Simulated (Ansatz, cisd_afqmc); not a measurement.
Species: GaH2, charge 1, singlet. GaH2+ (SMILES [GaH2+]).
B3LYP-D3(BJ)/def2-TZVP minimum from Ansatz (a program for electronic structure):
```
Ga
H 1 1.5293
H 1 1.5293 2 180.00
```
Charge +1, spin multiplicity 1.

Total energies in cc-pVTZ, 4 correlated electrons, 14 frozen orbitals. Radicals and triplets start from unrestricted determinants; spin-orbit coupling is neglected. Cores are frozen in correlated methods (noble-gas shells, and filled d and f shells in the p block). No relativity. AFQMC/CISD: phaseless, guided by CISD from CCSD amplitudes; bars are statistical, one sigma. Outlying blocks are dropped, and bars are widened where a walk drifts. Over all cases where full CI ran beside it in this data, AFQMC minus full CI had a median of +0.1 mEh and passed +0.4 mEh in a tenth of the cases. The spin of H2Ga+ ([GaH2+], singlet) was assumed, and the state is the lowest solution found for it.

```json
[
 {"method": "HF", "program": "Ansatz", "energy (Eh)": "-1924.15859", "error against FCI (mEh)": "75.29"},
 {"method": "MP2", "program": "Ansatz", "energy (Eh)": "-1924.21695", "error against FCI (mEh)": "16.92"},
 {"method": "CCSD", "program": "Ansatz", "energy (Eh)": "-1924.23287", "error against FCI (mEh)": "1.00"},
 {"method": "CCSD(T)", "program": "Ansatz", "energy (Eh)": "-1924.23362", "error against FCI (mEh)": "0.25"},
 {"method": "CCSDT(Q)", "program": "Ansatz", "energy (Eh)": "-1924.23387", "error against FCI (mEh)": "0.01"},
 {"method": "CCSDTQ", "program": "Ansatz", "energy (Eh)": "-1924.23387", "error against FCI (mEh)": "0.00"},
 {"method": "AFQMC/CISD", "program": "cisd_afqmc", "energy (Eh)": "-1924.2338 ± 0.0001", "error against FCI (mEh)": "0.1 ± 0.1"},
 {"method": "FCI", "program": "Ansatz", "energy (Eh)": "-1924.23387", "error against FCI (mEh)": "0.00"}
]
```

Rough core times of Ansatz's runs on a shared machine: CCSD(T) under 20 s, CCSDT(Q) under 20 s, CCSDTQ 2 min, FCI under 20 s.
